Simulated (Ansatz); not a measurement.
C3H5FTe, SMILES `FC1CC[Te]1`. Total charge 0; spin multiplicity 1. Te: def2 effective core potential. The geometry is a stationary point of PBE0-D4/def2-TZVP.

```xyz
10

F    -1.363    0.239   -1.623
C    -0.216   -0.344   -1.143
C    -0.256   -0.513    0.371
C     0.458    0.731    0.903
Te    1.444    1.051   -1.002
H    -0.027   -1.240   -1.732
H     0.311   -1.410    0.633
H    -1.279   -0.643    0.738
H    -0.207    1.566    1.116
H     1.135    0.564    1.738
```

Q: What is the dipole moment at PBE/def2-TZVPP? (Estimate.)

A: The calculation gave: 1.87 D, with components (0.26, -1.13, 1.46) D in this frame, pointing from negative to positive charge.

Q: And with r2SCAN, B3LYP, ωB97M-V? (Estimate.)

A: Computed: r2SCAN 1.99 D, B3LYP 1.95 D, ωB97M-V 1.94 D.

Q: Give the Mulliken charges with PBE, ωB97M-V, r2SCAN in def2-TZVPP. (Best estimate.)

A: Ansatz gave: 
```tsv
atom	PBE	ωB97M-V	r2SCAN
F1	-0.17	-0.21	-0.21
C2	0.02	0.00	0.09
C3	-0.08	-0.13	0.00
C4	-0.29	-0.37	-0.23
Te5	0.04	0.08	0.02
H6	0.09	0.12	0.06
H7	0.09	0.12	0.05
H8	0.08	0.10	0.04
H9	0.13	0.16	0.10
H10	0.11	0.14	0.09
```

B3LYP here is the variant with VWN-RPA as its local correlation; programs differ in this.
